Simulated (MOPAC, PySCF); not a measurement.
C2H6OS, SMILES `O[C@@H](S)C` (S–C–O–H torsion 47°, O–C–S–H torsion 66°), neutral singlet in the gas phase. 

Cartesian coordinates (Å):
SMILES: C[C@@H](O)S
```xyz
10

C     -0.8965    -0.4901    -0.4922
C      0.3594     0.3009    -0.2255
O     -0.0057     1.4535     0.4821
S      1.6492    -0.6675     0.6301
H     -1.3563    -0.7938     0.4505
H     -1.6105     0.1327    -1.0359
H     -0.6739    -1.3791    -1.0810
H      0.8499     0.5574    -1.1749
H      0.7986     1.8982     0.7660
H      0.8859    -1.0123     1.6810
```
Charge 0, spin multiplicity 1.

All levels are single points at this geometry (PBE0-D3(BJ)/def2-TZVP); Pople sets use spherical d functions. Orbital energies aren't observables, and empty levels follow the basis.

| level | HOMO (eV) | LUMO (eV) | gap (eV) | dipole (D) | vertical IE, Delta-SCF (eV) |
|---|---|---|---|---|---|
| M06-2X/def2-TZVP in PySCF | -8.36 | 1.14 | 9.50 | 0.34 | 9.66 |
| B3LYP/6-311+G** in PySCF | -6.97 | -0.30 | 6.66 | 0.36 | – |
| BP86/6-31G* in PySCF | -5.70 | -0.23 | 5.47 | 0.45 | – |
| PBE/6-31G* in PySCF | -5.59 | -0.14 | 5.45 | 0.46 | – |
| HF/3-21G in PySCF | -10.25 | 4.97 | 15.22 | 0.42 | – |
| HF/STO-3G in PySCF | -7.33 | 11.80 | 19.14 | 0.34 | – |
| AM1 in MOPAC | -9.43 | 0.53 | 9.96 | 0.77 | – |
| PM3 in MOPAC | -9.64 | 0.17 | 9.81 | 0.73 | – |
| PM7 in MOPAC | -9.36 | -0.79 | 8.57 | 0.64 | – |
